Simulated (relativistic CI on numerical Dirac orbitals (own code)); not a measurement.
## Line list: Forbidden lines, Al VII

Method of calculation: Dirac-Coulomb-Breit CI, orbitals from a KLI potential per configuration, QED by a radiative potential, valence Slater integrals scaled by 0.9, P86 correlation estimate, and configurations built on the next ion tied to the tabulated ionisation energy (semi-empirical) (own radial code, finite nucleus).

Configurations in the expansion (outside the closed core 1s2): 2s2.2p3, 2s2.2p2.3s, 2s2.2p2.3p, 2s2.2p2.3d, 2s2.2p2.4s, 2s.2p4, 2p5, 2p4.3s, 2p4.3p, 2p4.3d, 2s.2p3.3s, 2s.2p3.3p, 2s2.2p2.4p, 2s.2p3.3d, 2s2.2p2.4d, 2s2.2p2.4f, 2s2.2p.3s2, 2s2.2p.3s.3p, 2s2.2p.3p2, 2s.2p3.4s, 2s2.2p.3s.3d, 2s.2p3.4p, 2s2.2p.3p.3d, 2s.2p3.4d. Levels of other configurations are missing.

| λ vac (nm) | Lower | Upper | Type | A (s⁻¹) | E lower (cm⁻¹) | E upper (cm⁻¹) |
| --- | --- | --- | --- | --- | --- | --- |
| 111.95 | 2s2.2p3 4S°_3/2 [1] | 2s2.2p3 2P°_3/2 [5] | M1 | 2.93e+01 | 0.0 | 89322.7 |
| 112.33 | 2s2.2p3 4S°_3/2 [1] | 2s2.2p3 2P°_1/2 [4] | M1 | 1.21e+01 | 0.0 | 89023.2 |
| 166.50 | 2s2.2p3 4S°_3/2 [1] | 2s2.2p3 2D°_5/2 [3] | E2 | 4.91e-03 | 0.0 | 60059.8 |
| 166.50 | 2s2.2p3 4S°_3/2 [1] | 2s2.2p3 2D°_5/2 [3] | M1 | 8.01e-03 | 0.0 | 60059.8 |
| 166.77 | 2s2.2p3 4S°_3/2 [1] | 2s2.2p3 2D°_3/2 [2] | M1 | 4.98e-01 | 0.0 | 59963.7 |

Terms are leading LS components. Brackets give the number of a level in order of energy, since labels repeat. The list gives strong lines, with weight on those to low levels, without configurations that were not tied to measured data, among the lowest 300 of 631 levels, so that lines to higher ones, which can be the strongest, are missing, and without 3 lines that miss the measured interval by over 7 %, start from a term whose rates miss tabulated ones by over 60 %, have gauges far apart or, lacking measured levels, span too small a gap for the errors found; lines with a level outside our table were not tested and can miss by more. Levels whose partners in the same complex of configurations lie outside the list can be far off, and so can their lines. Rates are taken at the computed energies, electric ones in the length gauge.

Configurations that consist of the next ion and one excited electron were tied to the tabulated ionisation energy; Rydberg ones are usually within 1,000 to 3,000 cm⁻¹ and the lowest ones within about 6,000 (9,000 in d shells), while levels on excited terms of the next ion carry the error of that term, and the other configurations can be misplaced by 10,000 cm⁻¹ or more. Rates follow the energies as ν³ (E1, M1) or ν⁵ (E2), so rates, branching and lifetimes can be off by large factors. 34 of the 36 excited levels that our extract of the measured tables holds in this range could be paired (the sources list more); they are missed by 4934 cm⁻¹ on average and 16514 at most, and levels without a partner can miss by more.

(1) From the table, what is the radiative lifetime of 2s2.2p3 2D°_5/2?

Answers

(1) The listed rates from this level add up to about 1.29e-02 s⁻¹, 100 % of its decay; with all channels τ = 7.74e+01 s.
